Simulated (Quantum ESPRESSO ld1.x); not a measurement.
Task: The mean radii <r> (bohr) of the occupied orbitals of an atom or ion are listed with their occupations. All-electron calculation, scalar-relativistic Kohn-Sham, LDA (Slater exchange, Perdew-Wang correlation), spin-polarised, spherical densities, point nucleus. Program: ld1.x of Quantum ESPRESSO 7.5.

orbital  occ.     <r>
1s up       1  0.3859
2s up       1   1.935
2s down     1   2.029
3s up       1   6.521

Name the element and its charge. Open shells, if any, are filled with parallel spins first.

Result: Z = 4, beryllium, charge 0: Be in 1s1 2s2 3s1. The 1s radius gives Z: for a bare nucleus <r> = (2 gamma + 1)/(2Z) with gamma = sqrt(1 - (Z/c)^2), 0.3749 bohr for Z = 4, and screening makes it slightly larger (0.3859 here). The occupations add up to 4, and the charge is Z minus that.
